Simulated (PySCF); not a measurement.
# Heteronuclear NMR

Bonds (- single, = double, # triple, : aromatic): C1-N2, N2-C3, C3:C4, C4:C5, C5:N6, N6:C7, C7:C8, C8:C3. C1 carries H9, H10, H11; N2 carries H12; C4 carries H13; C5 carries H14; C7 carries H15; C8 carries H16.

[PySCF: PBE0-D3(BJ)/def2-TZVP geometry; NMR shieldings at B97-2/pcSseg-2/GIAO; single conformer; equivalent nuclei averaged; gas phase; non-relativistic]

What are the 15N shifts?

## Answers


```json
{"atoms": "N6", "environment": "pyridine-type ring nitrogen", "σ (ppm)": "-54.6", "δ (ppm)": "-99.5"}
{"atoms": "N2", "environment": "aniline-type nitrogen", "σ (ppm)": "186.2", "δ (ppm)": "-321.1"}
```

Shieldings were converted by a linear fit to measured shifts: 15N (scatter 6.4 ppm rms vs CH3NO2, solution or neat liquid). A few per cent of atoms miss by over 2 rms, more outside the fitted compound classes.

On a 500 MHz spectrometer 15N resonates near 50.7 MHz, so 1 ppm is 50.7 Hz.
